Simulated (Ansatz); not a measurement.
`BC(O)[SiH3]`, relaxed with RKS PBE-D4/def2-SVP in Ansatz from a rough embedded geometry. The force threshold is 0.03 eV/Å; the program also tests the step.

The species carries charge 0 and has multiplicity 1.

Start:

```xyz
11

B     1.563   -0.136   -0.152
C     0.193   -0.191    0.516
O     0.119    0.819    1.490
Si   -1.166    0.004   -0.765
H     1.888   -0.878   -1.052
H     2.419    0.692    0.145
H     0.073   -1.234    0.969
H    -0.659    0.498    2.086
H    -2.432   -0.025   -0.092
H    -0.973    1.402   -1.353
H    -1.026   -0.949   -1.794
```

(1) By how much does the energy fall, and how many steps does the optimiser take? (Best estimate.)

(2) Which bonds change most? (Estimate.)

(3) Give the relaxed structure. (An estimate is asked.)

Answers

(1) Ansatz gave: 48.09 kJ/mol, in 15 steps, 1 of them rejected.

(2) Ansatz gave: C2–Si4 from 1.878 to 2.041 Å; Si4–H11 from 1.409 to 1.501 Å; Si4–H9 from 1.435 to 1.506 Å; O3–H8 from 1.031 to 0.976 Å.

(3) The calculation gave: 
```xyz
11

B     1.422    0.023   -0.205
C     0.319   -0.323    0.771
O     0.050    0.518    1.850
Si   -0.889    0.070   -0.826
H     1.686   -0.799   -1.067
H     1.943    1.120   -0.208
H     0.059   -1.397    0.924
H    -0.808    0.267    2.241
H    -2.146    0.509   -0.123
H    -0.468    1.188   -1.741
H    -1.169   -1.175   -1.617
```
